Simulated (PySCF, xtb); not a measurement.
ethenoxysilane (C₂H₆OSi), SMILES C=CO[SiH3].

Geometry optimised at B3LYP-D3(BJ)/def2-SVP. A frequency run showed that this geometry is not a minimum. Other conformers were not sampled.

Method: C-PCM-B3LYP/def2-SVP run with PySCF 2.14.0.

The values are the electrostatic part of the solvation free energy, E(continuum) − E(gas) at the gas-phase geometry, in a cavity of scaled van der Waals radii (PySCF's table); cavitation and dispersion terms are not included. In vacuum the orbital gap is 6.88 eV. The dipole moment in vacuum is 1.12 D.

```csv
solvent,ε,ΔG(elec) (kcal/mol),dipole (D),gap (eV)
water,78.36,-2.2,1.51,7.04
cyclohexanone,15.62,-2.1,1.49,7.04
acetone,20.49,-2.1,1.49,7.04
```

For comparison, GFN2-xTB/ALPB(water) (xtb, at the GFN2-xTB geometry, all terms of that model) gives 0.4 kcal/mol.
